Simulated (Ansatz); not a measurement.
System: BaO, charge 0, singlet. BaO (SMILES [O]=[Ba]).
B3LYP-D3(BJ)/def2-TZVP minimum from Ansatz (a program for electronic structure):
```xyz
2

Ba     0.0000     0.0000    -0.2433
O      0.0000     0.0000     1.7033
```

Total energies in hartree (Ansatz). Radicals and triplets start from unrestricted determinants; spin-orbit coupling is neglected. Cores are frozen in correlated methods (noble-gas shells, and filled d and f shells in the p block). Past Kr the def2 sets carry scalar-relativistic core potentials. For partners of very few electrons the exact lower level stands in for a higher one. The T1 diagnostic of BaO ([O]=[Ba], singlet) reaches 0.033 in the sets run. The restricted determinant of Ba ([Ba], singlet) is unstable towards broken spin symmetry in at least one set run.

```csv
species,HF/def2-TZVPP,CCSD(T)/def2-TZVPP,HF/def2-QZVPP,CCSD(T)/def2-QZVPP,CCSDT(Q)/def2-QZVPP
1: BaO (SMILES [O]=[Ba]),-99.98508,-100.27466,-99.99531,-100.30658,-100.30717
2: Ba (singlet),-25.09489,-25.11689,-25.09522,-25.11905,-25.11905
3: O (triplet),-74.81563,-74.97674,-74.81863,-74.99407,-74.99447
```

Problem. Work out the atomisation energy (electronic, to ground-state atoms) in kcal/mol: take Hartree-Fock from def2-QZVPP, extrapolate the CCSD(T) correlation energy as X^-3 (X = 3, 4), and add CCSDT(Q) - CCSD(T) in def2-QZVPP. 1 hartree = 627.51 kcal/mol.

Solution. 
Species 1: correlation (64·(-0.31127) - 27·(-0.28958))/37 = -0.32710; step -0.00059; E1 = -99.99531 + (-0.32710) + (-0.00059) = -100.32300
Species 2: correlation (64·(-0.02383) - 27·(-0.02200))/37 = -0.02517; step +0.00000; E2 = -25.09522 + (-0.02517) + (+0.00000) = -25.12039
Species 3: correlation (64·(-0.17544) - 27·(-0.16111))/37 = -0.18590; step -0.00040; E3 = -74.81863 + (-0.18590) + (-0.00040) = -75.00493
-1·E1 +1·E2 +1·E3 = 0.19768 hartree = 124.0 kcal/mol.
